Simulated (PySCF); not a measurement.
# Spin-orbit coupling and the second ionisation energy along the lanthanides

Two-component X2C-1e calculated with PySCF 2.14: MP2 on generalised Hartree-Fock spinors (GMP2), with spin-orbit coupling off and on (screened by Boettger's factors); no Breit or QED terms. Values in eV; the references (NIST) lie between the lowest levels. Elements whose determinants are no pure J levels are left out.

```json
{"element": "Eu (x2c-SVPall-2c, [Ar] 3d10 frozen)", "configurations": "[Xe] 4f7 6s1 → [Xe] 4f7", "spin-free": "11.101", "with spin-orbit": "11.101", "shift": "0.000", "reference": "11.24 ± 0.006 (s)"}
{"element": "Tb (x2c-SVPall-2c, [Ar] 3d10 frozen)", "configurations": "[Xe] 4f9 6s1 → [Xe] 4f9", "spin-free": "11.355", "with spin-orbit": "11.353", "shift": "-0.001", "reference": "11.513 ± 0.02 (s)"}
{"element": "Dy (x2c-SVPall-2c, [Ar] 3d10 frozen)", "configurations": "[Xe] 4f10 6s1 → [Xe] 4f10", "spin-free": "11.465", "with spin-orbit": "11.464", "shift": "-0.001", "reference": "11.647 ± 0.02 (s)"}
{"element": "Ho (x2c-SVPall-2c, [Ar] 3d10 frozen)", "configurations": "[Xe] 4f11 6s1 → [Xe] 4f11", "spin-free": "11.585", "with spin-orbit": "11.585", "shift": "0.000", "reference": "11.781 ± 0.02 (s)"}
{"element": "Er (x2c-SVPall-2c, [Ar] 3d10 frozen)", "configurations": "[Xe] 4f12 6s1 → [Xe] 4f12", "spin-free": "11.698", "with spin-orbit": "11.700", "shift": "0.001", "reference": "11.916 ± 0.02 (s)"}
{"element": "Tm (x2c-SVPall-2c, [Ar] 3d10 frozen)", "configurations": "[Xe] 4f13 6s1 → [Xe] 4f13", "spin-free": "11.806", "with spin-orbit": "11.808", "shift": "0.002", "reference": "12.065 ± 0.02 (s)"}
{"element": "Yb (x2c-SVPall-2c, [Ar] 3d10 frozen)", "configurations": "[Xe] 4f14 6s1 → [Xe] 4f14", "spin-free": "11.913", "with spin-orbit": "11.916", "shift": "0.003", "reference": "12.179"}
{"element": "Lu (x2c-SVPall-2c, [Ar] 3d10 frozen)", "configurations": "[Xe] 4f14 6s2 → [Xe] 4f14 6s1", "spin-free": "13.873", "with spin-orbit": "13.877", "shift": "0.003", "reference": "14.13 ± 0.05 (s)"}
```

What remains against the references is mostly the basis and correlation beyond MP2. References marked (s) are semi-empirical, (t) theoretical.
